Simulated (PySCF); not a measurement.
C5H6O2, SMILES C#C[C@@H]1[C@H](O)[C@@H]1O.

Coordinates come from a PBE0-D3(BJ)/def2-SVP optimisation. The structure was generated by enumeration; whether it is a known compound was not checked. One conformer was computed; it need not be the lowest.

Calculation: B3LYP/def2-TZVP (PySCF).

Computed frontier levels, gap, dipole moment and polarisability:
```yaml
highest_occupied_level: -6.77 eV
lowest_empty_level: 0.28 eV
orbital_gap: 7.05 eV
dipole_moment: 2.02 D
quadrupole, principal values (traceless, Buckingham form, about the centre of nuclear charge): -6.74, -5.15, 11.89 D·Å
mean_static_polarisability: 63.1 bohr³ (9.36 Å³)
polarisability_principal_values: 52.3, 54.1, 83.0 bohr³
```
